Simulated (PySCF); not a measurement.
# Electron correlation in Se⁺ (selenium, charge +1)

[Ar] 3d10 4s2 4p3, high-spin 4S determinant. Calculation: PySCF 2.14, in Sapporo-DKH3-DZP-2012 (6s5p3d1f, 43 functions); the spin-free X2C one-electron Hamiltonian (Gaussian nucleus). Frozen: [Ar] 3d10; 5 electrons correlated.

MP2 pair energies summed by pair of shells (mhartree):

| pair | energy | share (%) |
| --- | --- | --- |
| 4s-4p | -38.32 | 65.5 |
| 4p-4p | -14.03 | 24.0 |
| 4s-4s | -6.18 | 10.6 |

Total MP2 correlation energy: -58.53 mhartree.

Same-spin part -15.92 and opposite-spin part -42.61 mhartree; SCS-MP2 scales them by 1/3 and 6/5 to -56.44 mhartree.

```csv
level,correlation energy (mhartree)
CCSD,-73.17
(T),-0.83
CCSD(T),-74.00
```

Diagnostics: T1 = 0.0013, D1 = 0.0029, largest double amplitude 0.060.

Is a single reference adequate?

Yes, within this model without spin-orbit coupling: T1 lies below 0.03 and no double amplitude reaches 0.07.
